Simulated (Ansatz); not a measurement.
Single points on the cluster Cd4O4⁻.

```yaml
crystal:
  periodic: [false, false, false]
  atoms:
    - {symbol: Cd, position_ang: [0.049764, 2.297020, 1.579360]}
    - {symbol: Cd, position_ang: [-0.625032, -0.959851, -1.434563]}
    - {symbol: Cd, position_ang: [1.595699, 1.144408, -0.987840]}
    - {symbol: Cd, position_ang: [-1.751515, 0.205748, 0.835231]}
    - {symbol: O, position_ang: [1.777992, 2.638045, 0.333432]}
    - {symbol: O, position_ang: [-0.907087, -2.754139, 0.436491]}
    - {symbol: O, position_ang: [1.269099, -0.398920, -2.247431]}
    - {symbol: O, position_ang: [-1.408931, -2.172321, 1.485318]}
basis:
  gaussian: {orbitals: def2-TZVPD, initial_orbitals: start.molden}
total_charge: -1
magnetization: {spin_polarized: true, initial_magnetization: 1}
hamiltonian: {xc: r2scan, dispersion: d4}
scf: {omitted_lower_state_checks: [starts]}
output: {orbitals: {seedname: orbitals}}
```

The file start.molden holds the orbitals of an earlier run on this structure, at another level or in another basis.

```sh
$ ansatz run in.yaml --threads 4 --pin off --events-out ev --progress --plain --max-ram 4787MiB
```

Shortened log:

```
Functional definition: r2SCAN
2212 factors; their error is unknown
mean field evaluation 1: about -26454.2134 eV, gradient 5.5e0 eV
mean field evaluation 2: about -26454.3690 eV, gradient 2.6e-1 eV
mean field evaluation 4: about -26454.3566 eV, gradient 1.2e-2 eV
mean field evaluation 8: about -26454.3566 eV, gradient 2.2e-5 eV
mean field -26454.35662905 eV, -972.1796747106 hartree, gradient 1.3e-5 eV, S^2 0.796585; 0 other end points of the search recorded, 0 dependent functions left out
reference -26454.35666139 eV, -972.1796758993 hartree; 57, 56 occupied and 263, 264 virtual orbitals, 2212 factors
Total energy: -26454.44808096 eV, -972.1830355064 hartree
Checks for a lower state left out: starts
```

It took 62 s on 4 threads of Arm Neoverse N1 on a shared host, peak host memory 0.89 GiB.

The first input with `gaussian: {orbitals: STO-3G}`, `hamiltonian: {xc: hf}` (abridged; 36 s):

```
Functional definition: HF
mean field evaluation 16: about -597060.5581 eV, gradient 1.4e-1 eV
mean field -597060.55864038 eV, -21941.5708278519 hartree, gradient 3.7e-5 eV, S^2 1.543964
Total energy: -597060.55864038 eV, -21941.5708278519 hartree
Checks for a lower state left out: starts
```

First input, but with `hamiltonian: {xc: pbe0, dispersion: d4}` (abridged; 55 s):

```
Functional definition: PBE0
the host lacks memory for fits, so the integrals are decomposed
mean field -26441.80739506 eV, -971.7184988676 hartree, gradient 2.0e-5 eV, S^2 0.773586
Total energy: -26442.14807301 eV, -971.7310185513 hartree
Checks for a lower state left out: starts
```

The first input with `hamiltonian: {xc: pbe, dispersion: d4}`, `output: {forces: true, orbitals: {seedname: orbitals}}` (abridged; 28 s):

```
Functional definition: PBE
mean field -26444.64601600 eV, -971.8228162633 hartree, gradient 1.7e-5 eV, S^2 0.769408
Total energy: -26445.03658137 eV, -971.8371692759 hartree
Atom 0 force     0.039467    -0.012828    -0.033733 eV/Å
Atom 1 force     0.055088     0.038897    -0.031465 eV/Å
Atom 2 force    -0.039005    -0.002074     0.015408 eV/Å
Atom 3 force    -0.017390     0.031037    -0.013725 eV/Å
Atom 4 force    -0.026722    -0.082225    -0.055700 eV/Å
Atom 5 force     0.054212    -0.084467    -0.109222 eV/Å
Atom 6 force    -0.013982     0.073598     0.086610 eV/Å
Atom 7 force    -0.051667     0.038062     0.141827 eV/Å
Dipole moment:    -0.635416     0.288979     0.041767 e Å
Checks for a lower state left out: starts
```

The first input with `hamiltonian: {xc: hf}` (abridged; 65 s):

```
Functional definition: HF
the host lacks memory for fits, so the integrals are decomposed
mean field -26311.20098565 eV, -966.9188018502 hartree, gradient 1.4e-5 eV, S^2 1.279178
Total energy: -26311.20098565 eV, -966.9188018502 hartree
Checks for a lower state left out: starts
```

First input, but with `hamiltonian: {xc: lda}` (abridged; 14 s):

```
Functional definition: SPW92
mean field evaluation 16: about -26363.6760 eV, gradient 7.7e-6 eV
mean field -26363.67596495 eV, -968.8472217704 hartree, gradient 7.7e-6 eV, S^2 0.777713
Total energy: -26363.67601412 eV, -968.8472235776 hartree
Checks for a lower state left out: starts
```

As the first input, with `hamiltonian: {xc: {name: B2PLYP}}` and without the key `output` (abridged; 2.4 min):

```
Functional definition: B2PLYP
mean field -26404.15906465 eV, -970.3349482441 hartree, gradient 5.9e-6 eV, S^2 0.800874
4 core orbitals not correlated: weight in the atoms' cores, before any rotation towards them, 1.000 or more for the frozen orbitals, at most 0.000 for the correlated occupied ones
second order -99.35425138 eV of doubles, -0.00000000 eV of singles
Total energy: -26430.98489120 eV, -971.3207791866 hartree
Checks for a lower state left out: starts
```

Geometry: PBE-D4/def2-SVPD.

In the def2 sets Cd takes a core potential, while STO-3G treats all electrons; there is no spin–orbit coupling. Correlated methods freeze 4 core orbitals; core or outer-core shells of Cd are correlated, in sets that lack core-valence functions. The structure holds one bond between oxygen atoms, so isomers without such links may lie far lower. At HF/STO-3G, HF/def2-TZVPD the charge -1 doublet is spin-contaminated (final ⟨S²⟩ up to 1.54, 0.75 for a pure state). At HF/STO-3G the highest occupied level of the charge -1 doublet lies above zero (up to 2.94 eV). In Hartree–Fock with STO-3G the lack of diffuse functions raises the level. The structure comes from a short search, and lower isomers may exist.
